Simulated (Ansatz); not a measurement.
Consider the formal exchange of groups at the Si–Cl bond: `B[SiH](F)Cl` + `N[SiH3]` → `B[SiH](F)[SiH2]N` + HCl.

Computed with Ansatz on PBE0-D4/def2-TZVP structures; ΔE is electronic, products minus reactants. CCSD(T)/CBS adds triple-zeta CCSD(T) − MP2 to the extrapolated MP2 energy (def2 sets, frozen cores). This one scheme is used for every species. Functionals use def2-TZVPP. B3LYP here is the variant with VWN-RPA as its local correlation; programs differ in this. One conformer a species, not always the lowest.

`B[SiH](F)Cl`:

Z-matrix (Å, degrees):
```
Si
F 1 1.596
Cl 1 2.059 2 108.5
B 1 1.998 2 113.8 3 111.1
H 1 1.480 2 106.4 3 -115.8
H 4 1.194 1 119.9 2 159.6
H 4 1.193 1 121.0 2 -25.7
```

`N[SiH3]`:

Cartesian coordinates in Å:
```
N 0.085 1.025 -0.282
Si 0.053 -0.643 0.136
H 0.116 1.721 0.447
H -0.460 1.353 -1.063
H 1.137 -0.887 1.122
H -1.219 -1.141 0.742
H 0.289 -1.428 -1.102
```

`B[SiH](F)[SiH2]N`:

```xyz
12

B    -1.758    0.668    1.168
Si   -0.176    1.373    0.199
F     0.945    2.035    1.150
Si    0.748   -0.407   -1.047
N     1.200   -1.704   -0.013
H    -1.811    0.514    2.352
H    -2.685    0.288    0.512
H    -0.584    2.414   -0.790
H     1.980    0.039   -1.752
H    -0.268   -0.728   -2.100
H     0.554   -2.094    0.653
H     1.855   -2.399   -0.332
```

HCl:

Z-matrix (Å, degrees):
```
Cl
H 1 1.279
```

```json
{"level": "ωB97X-V", "ΔE (kJ/mol)": "112.4"}
{"level": "B2PLYP", "ΔE (kJ/mol)": "117.5"}
{"level": "B3LYP", "ΔE (kJ/mol)": "113.3"}
{"level": "HF/def2-TZVPP", "ΔE (kJ/mol)": "135.7"}
{"level": "CCSD/def2-TZVPP", "ΔE (kJ/mol)": "113.8"}
{"level": "MP2/def2-QZVPP", "ΔE (kJ/mol)": "123.3"}
{"level": "SCS-MP2/def2-QZVPP", "ΔE (kJ/mol)": "124.7"}
{"level": "MP2/CBS(def2)", "ΔE (kJ/mol)": "123.8"}
```

(1) What does CCSD(T)/CBS give? (Estimate.)

Largest T1 diagnostic among the species: 0.013.

## Answers

(1) The calculation gave: +112.9 kJ/mol. The listed levels differ from it by -0.5, 4.6, 0.4, 22.8, 0.9, 10.4, 11.8, 10.9 kJ/mol.

In def2-TZVPP, CCSD(T) changes the Hartree–Fock value by −24.4 kJ/mol (the triples alone add −2.5 kJ/mol) and MP2 by −13.5 kJ/mol. The D4 term adds −5.0 kJ/mol with B3LYP and −3.3 kJ/mol with PBE0; it sums over pairs of atoms, weighted by their polarisabilities, and B3LYP, whose exchange is more repulsive, gets the larger term. From PBE to PBE0 (25 % exact exchange), in def2-TZVPP and without D4, ΔE moves by +8.1 kJ/mol.
